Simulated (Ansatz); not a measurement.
Correlation energies of C3H4AlF, SMILES `FC[C]1=[CH][AlH]1` by basis set

Cartesian coordinates in Å:
```
F -0.210 -0.236 2.311
C -0.805 -0.326 1.064
C 0.125 0.040 -0.020
C -0.073 0.075 -1.375
Al 1.649 0.580 -0.933
H -1.676 0.339 1.066
H -1.156 -1.357 0.941
H -0.984 -0.171 -1.920
H 3.129 1.055 -1.135
```

Charge 0, multiplicity 1. Geometry: relaxed with PBE0-D4/def2-TZVP. It is one conformer, not always the lowest. Frozen core, restricted reference, Ansatz 0.2.0. CBS rows extrapolate triple and quadruple zeta; past MP2 they add the triple-zeta difference.

| basis | HF (Eh) | MP2 corr. | CCSD corr. | (T) | CCSD(T) total |
| --- | --- | --- | --- | --- | --- |
| def2-SVP | -456.95794 | -0.63163 | -0.66976 | -0.02177 | -457.64947 |
| def2-TZVPP | -457.29727 | -0.79527 | -0.82446 | -0.03496 | -458.15669 |
| def2-QZVPP | -457.31353 | -0.85582 | – | – | – |
| CBS(def2) | -457.31577 | -0.90068 | -0.92987 | as TZ | -458.28060 |
